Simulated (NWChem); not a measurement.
H$_{4}$N (+1)

```xyz
5

N      0.0000     0.0000     0.0000
H      0.8428     0.0000     0.5960
H     -0.8428     0.0000     0.5960
H      0.0000     0.8428    -0.5960
H      0.0000    -0.8428    -0.5960
```
Charge +1, spin multiplicity 1.

The numbers come from NWChem runs, not from measurements. The geometry was optimised at B3LYP/def2-SVP, a minimum by its harmonic frequencies.

Symmetry labels belong to the abelian group C2v used in the runs, with the axes of the coordinates shown; states degenerate in a higher group split over its labels.

The structure started from a generated list of species.

Problem. List the lowest 3 singlet excitations that CIS/aug-cc-pVDZ gives, with oscillator strengths.

Solution. 
| state | symmetry | energy (eV) | wavelength (nm) | f |
|---|---|---|---|---|
| 1 | b2 | 15.95 | 78 | 0.246 |
| 2 | b1 | 15.95 | 78 | 0.246 |
| 3 | a1 | 15.95 | 78 | 0.246 |
